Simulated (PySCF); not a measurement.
2-heptanone, SMILES C(CCCC(=O)C)C (C7H14O) (GFN2-xTB optimised geometry):

```
22

C      0.259     0.349    -2.526
C     -0.250    -0.343    -1.267
C      0.253     0.345     0.000
C     -0.252    -0.348     1.263
C      0.255     0.350     2.532
C     -0.238    -0.404     3.749
C     -1.560     0.073     4.294
O      0.372    -1.324     4.230
H     -0.110    -0.156    -3.416
H      1.347     0.340    -2.552
H     -0.075     1.384    -2.554
H     -1.342    -0.344    -1.269
H      0.081    -1.384    -1.266
H      1.345     0.345     0.000
H     -0.078     1.386     0.000
H      0.085    -1.386     1.271
H     -1.345    -0.353     1.259
H      1.346     0.339     2.527
H     -0.098     1.381     2.551
H     -2.278     0.202     3.487
H     -1.945    -0.629     5.028
H     -1.413     1.041     4.772
```

Calculation: PBE0/def2-SVP (PySCF 2.14.0).

### Question
What are the frontier orbital energies and the dipole moment?

### Answer
HOMO-2 -9.27 eV, HOMO-1 -9.14 eV, HOMO -6.91 eV, LUMO -0.08 eV, LUMO+1 1.60 eV; dipole moment 2.85 D.

On the same geometry PBE/def2-SVP in PySCF 2.14.0 gives HOMO-2 -7.82 eV, HOMO-1 -7.71 eV, HOMO -5.24 eV, LUMO -1.22 eV, LUMO+1 0.76 eV; dipole moment 2.67 D.

Meta-Löwdin charges at PBE0/def2-SVP: C1 -0.30, C2 -0.16, C3 -0.17, C4 -0.16, C5 -0.22, C6 0.38, C7 -0.35, O8 -0.40, H9 0.10, H10 0.10, H11 0.09, H12 0.09, H13 0.09, H14 0.09, H15 0.08, H16 0.10, H17 0.08, H18 0.11, H19 0.09, H20 0.11, H21 0.12, H22 0.12.
